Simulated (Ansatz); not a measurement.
Consider the hydrogenolysis of the In–C bond: `C[O][In]([CH3])[Cl]` + H₂ → `C[O][InH][Cl]` + CH₄.

Computed with Ansatz on PBE0-D4/def2-TZVP structures; ΔE is electronic, products minus reactants. CCSD(T)/CBS is the MP2 limit (def2-TZVPP, def2-QZVPP) plus CCSD(T) − MP2 in def2-TZVPP, frozen cores. This one scheme is used for every species. DFT in def2-TZVPP. B3LYP here is the variant with VWN-RPA as its local correlation; programs differ in this. Elements past krypton have def2 core potentials. For In outer-core shells are correlated without core-valence functions, which leaves a few kJ/mol of doubt a bond. One conformer a species, not always the lowest.

```tsv
level	ΔE (kJ/mol)
B3LYP	-44.7
MP2/CBS(def2)	-22.4
```

Problem. What does CCSD(T)/CBS give? (An estimate is asked.)

Solution. The calculation gave: -31.1 kJ/mol. The listed levels differ from it by -13.6, 8.7 kJ/mol.

Largest T1 diagnostic among the species: 0.016.

In def2-TZVPP, CCSD(T) changes the Hartree–Fock value by +26.9 kJ/mol (the triples alone add +4.8 kJ/mol) and MP2 by +35.6 kJ/mol. The D4 term adds +5.8 kJ/mol with B3LYP and +3.3 kJ/mol with PBE0; it sums over pairs of atoms, weighted by their polarisabilities, and B3LYP, whose exchange is more repulsive, gets the larger term. From PBE to PBE0 (25 % exact exchange), in def2-TZVPP and without D4, ΔE moves by −4.0 kJ/mol.
